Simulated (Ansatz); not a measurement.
FGaHO, SMILES `[OH][Ga][F]` radical. Charge 0, multiplicity 2.

```xyz
4

O    -0.255    0.218    0.943
Ga   -0.106   -0.101   -0.817
F     1.494   -0.614   -1.339
H    -1.134    0.497    1.213
```

Q: List the harmonic frequencies (cm⁻¹, unscaled) at PBE0-D4/def2-TZVP in Ansatz. (Best estimate.)

A: The calculation gave: 182, 317, 637, 675, 810, 3885.

Q: Is this a minimum?

A: Yes, all 6 modes are real.

Q: Give the ideal-gas thermochemistry at 298.15 K and 1 bar (rigid rotor, harmonic oscillator; point group Cs, symmetry number 1).

A: Zero-point energy 38.9 kJ/mol; H(298) − E = 52.3 kJ/mol; entropy 290.8 J/(mol·K), of which translation 167.0, rotation 99.0, vibration 19.1, electronic 5.8; G(298) − E = -34.4 kJ/mol.

Q: Rotational constants (cm⁻¹)?

A: 0.7899, 0.2015, 0.1605.
